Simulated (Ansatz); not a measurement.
Z-matrix (Å, degrees):
```
Si
N 1 1.700
C 1 1.901 2 107.7
O 1 1.642 2 114.2 3 -117.9
H 1 1.483 2 106.0 3 118.3
H 2 1.006 1 120.2 3 -143.4
H 2 1.007 1 121.7 3 67.4
O 3 1.354 1 113.1 2 -156.1
N 3 1.264 1 127.6 2 23.7
H 4 0.960 1 115.3 2 141.6
H 8 0.970 3 106.8 1 -179.6
H 9 1.017 3 110.4 1 -0.2
```

Charge 0, multiplicity 1.

Question: List the ωB97M-V/def2-TZVPP orbital energies in eV (the Gaussian-basis code of Ansatz). (Best estimate.)

Answer: Computed: Occupied: -1807.62, -527.09, -526.11, -394.39, -394.11, -283.62, -148.57, -102.71, -102.69, -102.68, -32.83, -30.91, -27.58, -26.78, -20.44, -18.42, -17.47, -16.71, -16.30, -14.64, -14.53, -13.75, -13.24, -12.99, -11.72, -10.57, -10.43, -9.92. Lowest empty: 1.68, 2.44, 2.58, 3.28, 3.50, 4.02, 4.16, 4.53.
